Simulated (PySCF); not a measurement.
# C₆ coefficients of unlike pairs at PBE0

Calculated with PySCF 2.14 from the dipole response of each species, C₆(A,B) = (3/π) ∫ α_A(iu) α_B(iu) du, in atomic units, from isotropic polarisabilities. For ions this is the dispersion term alone; charge-induced terms of lower order in 1/R come first.

| species | configuration | basis | relativity | α (bohr³) | C₆ (like pair) |
| --- | --- | --- | --- | --- | --- |
| C²⁺ | [He] 2s2 (1S) | dyall-av2z (11s7p2d) | none | 4.280 | 6.624 |
| Ne²⁺ | [He] 2s2 2p4 (3P) | aug-cc-pwCVQZ (9s8p6d4f2g) | none | 0.8575 | 1.084 |
| Si³⁺ | [Ne] 3s1 (2S) | aug-cc-pCVQZ-DK (10s9p7d5f3g) | spin-free X2C | 7.252 | 13.79 |

(1) Estimate C₆ for Ne²⁺ with C²⁺.

No spin-orbit coupling is included.

The other pairs:

| pair | C₆ |
| --- | --- |
| Si³⁺, Ne²⁺ | 2.907 |
| Si³⁺, C²⁺ | 9.441 |

## Answers

(1) The integral gives 2.176. The combination rule 2 C_A C_B / (C_A α_B/α_A + C_B α_A/α_B) gives 2.131 and the geometric mean 2.679.
